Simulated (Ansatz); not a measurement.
Reaction (substitution at a C–S bond): `C[S][Hf]([OH])([F])[Cl]` + `[SiH3]O[SiH2]S` → `CS[SiH2]O[SiH3]` + `[OH][Hf]([F])([SH])[Cl]`

Isolated molecules relaxed with PBE0-D4/def2-TZVP in Ansatz; ΔE leaves out vibrations. CCSD(T)/CBS adds triple-zeta CCSD(T) − MP2 to the extrapolated MP2 energy (def2 sets, frozen cores). DFT in def2-TZVPP. B3LYP here is the variant with VWN-RPA as its local correlation; programs differ in this. def2 core potentials past Kr. For Hf outer-core shells are correlated without core-valence functions, which leaves a few kJ/mol of doubt a bond. Each species was taken in one conformer, which may not be the lowest.

`C[S][Hf]([OH])([F])[Cl]`:

Z-matrix (Å, degrees):
```
C
S 1 1.828
H 1 1.089 2 111.3
H 1 1.089 2 106.9 3 118.7
H 1 1.089 2 110.9 3 -122.9
Hf 2 2.428 1 100.3 3 52.9
F 6 1.903 2 108.4 1 69.2
O 6 1.898 2 107.3 1 -46.8
Cl 6 2.349 2 108.1 1 -169.9
H 8 0.952 6 169.9 2 -155.8
```

`[SiH3]O[SiH2]S`:

```xyz
10

Si   -0.306   -1.185    1.237
O    -0.719   -0.411   -0.152
Si   -0.070    0.526   -1.319
S     1.544    1.724   -0.608
H    -1.442   -2.061    1.611
H    -0.059   -0.198    2.318
H     0.915   -2.006    1.032
H     0.538   -0.312   -2.379
H    -1.157    1.378   -1.848
H     0.759    2.546    0.109
```

`CS[SiH2]O[SiH3]`:

Z-matrix (Å, degrees):
```
C
S 1 1.818
H 1 1.089 2 111.1
H 1 1.089 2 106.8 3 118.7
H 1 1.090 2 110.9 3 -122.7
Si 2 2.118 1 99.8 3 67.8
O 6 1.636 2 112.7 1 -67.5
H 6 1.483 2 110.2 1 51.1
H 6 1.482 2 105.2 1 172.0
Si 7 1.641 6 139.1 2 -31.9
H 10 1.483 7 107.6 6 -173.4
H 10 1.487 7 110.1 6 67.4
H 10 1.485 7 110.8 6 -53.5
```

`[OH][Hf]([F])([SH])[Cl]`:

Cartesian coordinates in Å:
```
O 1.310 -0.357 -0.719
Hf -0.064 -0.172 0.570
F -0.439 -1.805 1.457
S -2.090 0.519 -0.612
Cl 0.551 1.424 2.182
H 2.094 -0.563 -1.220
H -1.361 0.952 -1.658
```

```tsv
level	ΔE (kJ/mol)
PBE0	-10.6
B3LYP	-8.8
HF/def2-TZVPP	-9.4
SCS-MP2/def2-TZVPP	-9.5
```

(1) What does CCSD(T)/CBS give? (Best estimate.)

Largest T1 diagnostic among the species: 0.015.

Results:

(1) The calculation gave: -10.6 kJ/mol. The listed levels differ from it by 0.0, 1.8, 1.2, 1.1 kJ/mol.
